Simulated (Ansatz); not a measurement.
Job for Ansatz (a quantum-chemistry and plane-wave program): R-r2SCAN/def2-TZVPPD on CH8OSi (a complex), monomers drawn apart or pushed together. Files ending in .json are basis or fitting sets from the Basis Set Exchange.

Ansatz 0.2 input:
```yaml
crystal:
  periodic: [false, false, false]
  atoms:
    - {symbol: Si, position_ang: [-0.17894057, -0.14022198, 0.27364835]}
    - {symbol: H, position_ang: [-1.13385649, -0.88963971, 1.11926127]}
    - {symbol: H, position_ang: [-0.32352434, 1.31513495, 0.49873643]}
    - {symbol: H, position_ang: [-0.51249443, -0.41717437, -1.14717978]}
    - {symbol: H, position_ang: [1.20733477, -0.58065471, 0.52665788]}
    - {symbol: C, position_ang: [-0.27828182, -0.43517336, 3.76525957]}
    - {symbol: O, position_ang: [0.40573289, 0.46149761, 2.89794186]}
    - {symbol: H, position_ang: [-0.16344180, -0.15178884, 4.81631319]}
    - {symbol: H, position_ang: [0.17115193, -1.41592565, 3.61933868]}
    - {symbol: H, position_ang: [-1.34425304, -0.50398078, 3.52582913]}
    - {symbol: H, position_ang: [0.02650164, 1.34069593, 2.99540450]}
basis:
  gaussian:
    orbitals: def2-TZVPPD.json
hamiltonian:
  xc: {name: r2SCAN}
scf: {lower_state_search: off}
```

The head of its log:

```
WARN ansatz: RAYON_NUM_THREADS=1 ignored (pool sized by the plan → 1); use --threads N
Functional definition: r2SCAN
these checks for a lower state are left out or cut short: stability, starts, cluster_reference, orbital_swaps, neighbouring_geometries, increment
integrals: 0.17 GiB planned
1135 factors; their error is unknown
mean field: 1.32 GiB planned
mean field evaluation 1: about -11084.3681 eV, gradient 5.4e1 eV
mean field evaluation 2: about -11075.2070 eV, gradient 8.8e1 eV
```

Task: Give the final energy of this run.

Result: -407.5635 hartree.
